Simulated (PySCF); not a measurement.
AlH₂, SMILES [AlH2-] (connectivity only; charge and spin as stated), charge -1, multiplicity 1. Heavy atoms are numbered as in [AlH2-:1]. Hydrogens are named by the atom that carries them.

Geometry optimised at B3LYP-D3(BJ)/def2-TZVPD.

Computed with HF/pcSseg-2 in PySCF.

GIAO shieldings, no solvent; atoms alike by connectivity are averaged. δ = σ(ref) − σ: ¹H against TMS (σ = 31.98 ppm), references at their B3LYP-D3(BJ)/def2-TZVP geometries, non-relativistic.

```
nucleus     atoms  count  δ (ppm)
-------  --------  -----  -------
¹H       H on Al1      2    11.90
```
